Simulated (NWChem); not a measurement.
# CsCl; SMILES [Cs][Cl]

Results from NWChem. Medium grid unless said otherwise, to which SCAN and Minnesota functionals are sensitive. Coordinates come from a PBE0/def2-SVP optimisation. def2 effective core potentials on Cs; no spin-orbit coupling.

For level LC-wPBE (HJS exchange hole, range parameter 0.4 per bohr)/def2-SVP:

```yaml
highest occupied level (eV): -8.29
orbital gap (eV): 8.08
dipole (D): 10.48
```

Q: Estimate the same quantities for level M06/def2-SVP.

A: The highest occupied level (eV) is -5.57 and the orbital gap (eV) comes out as 3.21. The dipole (D) is 9.85.
